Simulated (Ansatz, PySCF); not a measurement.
The pair A = boric acid (SMILES OB(O)O) (first 7 atoms), B = HF (SMILES F); geometry from B3LYP-D3(BJ)/def2-TZVP.
(charge 0, multiplicity 1):
```tsv
atom	x (Å)	y (Å)	z (Å)
O	-0.0277	-0.5708	1.5599
B	0.2839	-0.2498	0.2582
O	0.7011	-1.2712	-0.5562
O	0.1406	1.0624	-0.0763
H	0.0853	-1.5052	1.7603
H	0.9171	-1.0406	-1.4628
H	0.3537	1.3029	-0.9803
F	-0.8783	0.8638	3.6154
H	-0.5747	0.4125	2.8464
```

Correlated levels freeze the cores. Rows in 6-31G* carry no dispersion term and start afresh at each structure (6-31G* with six Cartesian d functions). MP2/6-31G* freezes PySCF's default core.

Programs: Ansatz (Gaussian basis) for Hartree–Fock, density functionals and correlated methods; PySCF for 6-31G* rows. Values without a source in brackets are computed.

Total energies (hartree), monomers frozen at their geometry in the pair:

```tsv
structure	HF/aug-cc-pVDZ	MP2/6-31G*	MP2/aug-cc-pVDZ
AB	-351.2732028	-351.9776445	-352.1805192
A in the pair's basis	-251.2292908	-251.7815307	-251.9116878
B in the pair's basis	-100.0320164	-100.1835023	-100.2563626
A	-251.2289047	-251.7796578	-251.9105049
B	-100.0317877	-100.1821062	-100.2555014
```

Problem. Work out the interaction energy without and with the counterpoise correction, and the superposition error, for each level.

Solution. 
E(AB) − E(A) − E(B), times 627.509 kcal/mol, with the monomers in their own basis and then in the pair's basis:
- HF/aug-cc-pVDZ: -7.85 uncorrected, -7.46 corrected; the monomers gain 0.39 kcal/mol from borrowed functions
- MP2/6-31G*: -9.97 uncorrected, -7.91 corrected; the monomers gain 2.05 kcal/mol from borrowed functions
- MP2/aug-cc-pVDZ: -9.11 uncorrected, -7.82 corrected; the monomers gain 1.28 kcal/mol from borrowed functions

Ansatz is a quantum-chemistry and plane-wave program.
